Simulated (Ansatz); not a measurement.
`[OH][Sn]([F])([F])[SiH3]` + H₂ → `[F][SnH]([F])[SiH3]` + H₂O at 600 K and 1 bar (hydrogenolysis of the Sn–O bond).

Gas-phase electronic energies from Ansatz, PBE0-D4/def2-TZVP geometries. CCSD(T)/CBS is the MP2 limit (def2-TZVPP, def2-QZVPP) plus CCSD(T) − MP2 in def2-TZVPP, frozen cores. This one scheme is used for every species. def2 core potentials past Kr. For Sn outer-core shells are correlated without core-valence functions, which leaves a few kJ/mol of doubt a bond. Each species was taken in one conformer, which may not be the lowest.

```
                   species  CCSD(T)/CBS energy (Eh)  H − E (kJ/mol)  S (J/(mol·K))
`[OH][Sn]([F])([F])[SiH3]`               -780.36593           180.5          507.1
                        H₂                 -1.17544            43.9          150.8
     `[F][SnH]([F])[SiH3]`               -705.15468           152.7          453.8
                       H₂O                -76.37941            76.8          212.8
```

H − E and S are ideal-gas, rigid-rotor, harmonic terms from PBE0-D4/def2-TZVP, for one conformer and one mirror image of each species. The MP2-based limit puts H₂ 0.8 mEh under its directly extrapolated value; such offsets cancel only in part. 1 Eh = 2625.50 kJ/mol, R = 8.31446 J/(mol·K).

Problem. By hand: ΔE, ΔH, ΔS and ΔG.

Solution. ΔE = (-705.15468) + (-76.37941) − (-780.36593) − (-1.17544) = 0.00728 Eh = 19.1 kJ/mol. Δ(H − E) = 152.7 + 76.8 − 180.5 − 43.9 = 5.1, so ΔH = 24.2 kJ/mol. ΔS = 453.8 + 212.8 − 507.1 − 150.8 = 8.7 J/(mol·K). ΔG = 24.2 − 600 × (8.7)/1000 = 19.0 kJ/mol.

Problem. By hand: the equilibrium constant, and the temperature at which ΔG would vanish if ΔH and ΔS stayed fixed.

Solution. log₁₀ K = −ΔG/(RT ln 10) = -1.7. ΔG = 0 at ΔH/ΔS = 2782 K, far beyond where these terms or the molecules hold.

The number of gas molecules stays the same, so ΔS is small and ΔH decides. A doubt of 5 kJ/mol in ΔE shifts log₁₀ K by 0.4 here. Other conformers and mirror images would add mixing entropy, several J/(mol·K) or more a flexible species. Modes under 60 cm⁻¹, often nearly free rotors, make the harmonic entropy too high. These are equilibria of isolated gas molecules and say nothing of rates. Largest T1 diagnostic: 0.015 (customary marks: 0.02 for closed shells, 0.045 for open ones).
